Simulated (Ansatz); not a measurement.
Cost and result for the atomization energy of `[SH][Cd][SH]` (5 atoms, 4 bonds).

Charge 0, multiplicity 1. Correlated methods include outer-core shells of Cd, which these sets cover unevenly. Cd: def2 effective core potential. The geometry is a stationary point of PBE0-D4/def2-TZVP. It is one conformer, not always the lowest. Program: Ansatz. Hardware: A = 2 threads of an AMD EPYC 7R13 on a shared host; B = 2 threads of an AMD EPYC 7R13 on a shared host and a share of an NVIDIA H100 80 GB. Times are those of one run each, without the atoms' runs, and a repeat can differ threefold. Electronic energies, without spin–orbit coupling; frozen cores. CCSD(T)/CBS adds CCSD(T) − MP2 in def2-TZVPP to the MP2 limit, and its time is that of the two runs behind it. T1 = 0.013. With those shells the extrapolation isn't a true limit. B3LYP takes the VWN-RPA correlation (the form of Gaussian; ORCA's B3LYP/G).

CCSD(T)/CBS is a level of theory with its own doubt, some kJ/mol a heavy atom from the limit and from the frozen cores, so smaller differences don't rank the functionals.

```json
{"level": "PBE-D4/def2-TZVPP (with forces) [A]", "functions": "168", "wall time": "2.3 s"}
{"level": "PBE0-D4/def2-TZVPP [A]", "functions": "168", "wall time": "2.4 s"}
{"level": "CCSD(T)/def2-TZVPP [B]", "functions": "168", "wall time": "2.6 s"}
{"level": "B3LYP-D4/def2-TZVPP (with forces) [A]", "functions": "168", "wall time": "2.9 s"}
{"level": "B2PLYP/def2-TZVPP [A]", "functions": "168", "wall time": "3.6 s"}
{"level": "r2SCAN-D4/def2-TZVPP (with forces) [A]", "functions": "168", "wall time": "3.7 s"}
{"level": "CCSD(T)/def2-QZVPP [B]", "functions": "288", "wall time": "4.4 s"}
{"level": "ωB97X-V/def2-TZVPP [A]", "functions": "168", "wall time": "4.9 s"}
{"level": "CCSD(T)/CBS(def2)", "functions": "–", "wall time": "7 s"}
{"level": "ωB97M-V/def2-TZVPP (with forces) [A]", "functions": "168", "wall time": "7.5 s"}
```

Task: What atomization energy does each give, and how far from CCSD(T)/CBS? (Best estimate.)

Result: Computed: 
```tsv
level	atomization (kJ/mol)	difference from CCSD(T)/CBS	per bond
PBE-D4/def2-TZVPP (with forces) [A]	1158.4	7.2	1.8
PBE0-D4/def2-TZVPP [A]	1146.9	-4.3	-1.1
CCSD(T)/def2-TZVPP [B]	1094.7	-56.5	-14.1
B3LYP-D4/def2-TZVPP (with forces) [A]	1119.2	-32.0	-8.0
B2PLYP/def2-TZVPP [A]	1105.3	-45.9	-11.5
r2SCAN-D4/def2-TZVPP (with forces) [A]	1165.6	14.4	3.6
CCSD(T)/def2-QZVPP [B]	1131.5	-19.7	-4.9
ωB97X-V/def2-TZVPP [A]	1174.9	23.7	5.9
CCSD(T)/CBS(def2)	1151.2	0.0	0.0
ωB97M-V/def2-TZVPP (with forces) [A]	1173.4	22.2	5.5
```

From PBE to PBE0 (25 % exact exchange), in def2-TZVPP and without D4, the atomization energy moves by −9.9 kJ/mol: exact exchange takes away binding that semilocal exchange gives to molecules. The D4 term adds +18.3 kJ/mol with B3LYP and +9.5 kJ/mol with PBE0; it sums over pairs of atoms, weighted by their polarisabilities, and B3LYP, whose exchange is more repulsive, gets the larger term. In def2-TZVPP, CCSD(T) changes the Hartree–Fock value by +318.7 kJ/mol (the triples alone add +25.0 kJ/mol) and MP2 by +330.2 kJ/mol; breaking electron pairs costs correlation energy, which Hartree–Fock lacks.
